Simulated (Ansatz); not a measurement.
Swapping H for OH on Sn: the atomisation energy

Gas-phase molecules. On one Sn centre, n of the H ligands are replaced by OH. The atomisation energy (no zero-point term) y in kJ/mol at CCSD(T)/def2-TZVPP. Shapes: PBE0-D4/def2-TZVP. Flexible molecules stand in one conformer, not always the lowest. Programs: Ansatz 0.2.0.

| molecule | n | y (kJ/mol) |
| --- | --- | --- |
| SnH3 | 0 | 753 |
| SnH2(OH) | 1 | 1241 |
| SnH(OH)2 | 2 | ? |
| Sn(OH)3 | 3 | 2253 |

**Question.** Fit y = c + s·n to the known rows and predict SnH(OH)2.

**Answer.** 
1. Means of the 3 rows: n = 1.33333, y = 1415.7.
2. Σ(Δn)² = 4.6667, Σ(Δn·Δy) = 2337.3, so the slope is 2337.3/4.6667 = 500.85.
3. Intercept: 1415.7 − (500.85) × 1.33333 = 747.9. The largest residual of the fit is 7.7.
4. SnH(OH)2: 747.9 + (500.85) × 2 = 1750 kJ/mol.

The run gave 1745 kJ/mol, so the prediction is off by +5 kJ/mol, within the largest residual. The steps per swap are +488, +504, +508 kJ/mol. The slope is the difference between a Sn–OH and a Sn–H bond with the ligands’ own bonds. Other levels give for SnH(OH)2: r2SCAN-D4/def2-TZVPP 1808; PBE0-D4/def2-TZVPP 1762; wB97X-V/def2-TZVPP 1803 kJ/mol. Coupled cluster in double- or triple-zeta sets underbinds by a few per cent against its basis-set limit. Open shells run unrestricted. For atoms past krypton def2 sets carry core potentials with scalar relativity. Outer-core shells of Sn are correlated, in sets that cover them unevenly.
